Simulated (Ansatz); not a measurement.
A nudged elastic band was laid between two geometries of C2H8OSSi (13 atoms, charge 0, multiplicity 1).

Theory: Ansatz, UKS PBE-D4/6-31G*.

```yaml
movable_images: 7
climbing_image: yes
spring: 5.0 eV/Å²
optimiser: quadratic models (default)
start_path: straight line
force_threshold: 0.05 eV/Å
iteration_limit: 60
end_points: relaxed
```

Initial state:

```xyz
13
Properties=species:S:1:pos:R:3
C -0.694 -0.727 1.636
O 0.537 -0.292 1.057
C 0.868 -0.971 -0.119
S -0.223 -0.581 -1.598
Si -0.061 1.567 -1.491
H -0.663 -1.812 1.861
H -1.548 -0.523 0.964
H -0.812 -0.161 2.572
H 1.900 -0.680 -0.364
H 0.798 -2.072 -0.007
H -0.890 2.171 -0.397
H 1.372 1.965 -1.291
H -0.561 2.080 -2.808
```

Final state:

```xyz
13
Properties=species:S:1:pos:R:3
C -0.631 -1.146 1.714
O 0.387 -0.204 1.362
C 0.962 -0.433 0.132
S -0.226 0.093 -1.280
Si 0.183 2.450 -1.414
H -0.243 -2.184 1.675
H -1.508 -1.061 1.045
H -0.931 -0.903 2.743
H 1.843 0.222 0.040
H 1.203 -1.499 -0.053
H -1.226 2.654 -0.822
H 0.585 -0.348 -2.280
H -0.378 2.324 -2.850
```

Which bonds break or form, and what moves?

Bonds broken: Si5–H12. Bonds formed: S4–H12.

Give the energies along the band, and the barrier.

The forces met the threshold. The highest image is number 5 of 0 to 8, 2.49 eV above the first end and 0.40 eV above the last; the last end lies 2.08 eV above the first. Neighbouring images differ by up to 1.2 eV, so the band resolves the path poorly. Another band between the same ends (7 images) ends at a top of the same energy, where a vibrational analysis finds 1 clearly imaginary mode. The orbitals were unrestricted but ended closed-shell.

```
image  path coordinate (Å)  energy (eV)  Si5–H12 (Å)  S4–H12 (Å)
    0                 0.00         0.00         1.50        3.02
    1                 0.47         0.01         1.50        3.01
    2                 0.95         0.16         1.49        2.78
    3                 1.42         0.96         1.48        2.34
    4                 1.90         2.19         1.57        1.88
    5                 2.37         2.49         1.89        1.45
    6                 3.50         2.10         2.92        1.36
    7                 4.63         2.09         2.97        1.36
    8                 5.75         2.08         2.96        1.36
```

What is the geometry of the highest image?


```xyz
13
Properties=species:S:1:pos:R:3:forces:R:3
C -0.697 -0.651 1.493 -0.02 0.00 0.00
O 0.577 -0.119 1.128 0.01 -0.01 -0.02
C 1.144 -0.757 0.036 0.01 0.01 0.01
S 0.254 -0.454 -1.608 -0.01 0.01 -0.01
Si -0.188 2.060 -1.322 0.00 0.00 0.01
H -0.632 -1.740 1.695 0.01 0.00 0.00
H -1.444 -0.469 0.696 0.00 0.00 0.00
H -1.003 -0.123 2.407 0.00 0.00 0.00
H 2.172 -0.378 -0.065 0.00 0.00 0.00
H 1.144 -1.861 0.133 0.00 0.00 0.00
H -1.221 1.851 -0.216 -0.01 0.00 -0.01
H 1.052 0.733 -1.854 0.00 -0.02 0.01
H -1.137 1.873 -2.508 0.01 0.00 0.00
```

The band took 16 iterations and of the order of 7 core-minutes.

The run took 3.6 min on 2 threads of Intel(R) Xeon(R) Gold 6455B (Sapphire Rapids), with other jobs on the host, peak memory 0.22 GiB.
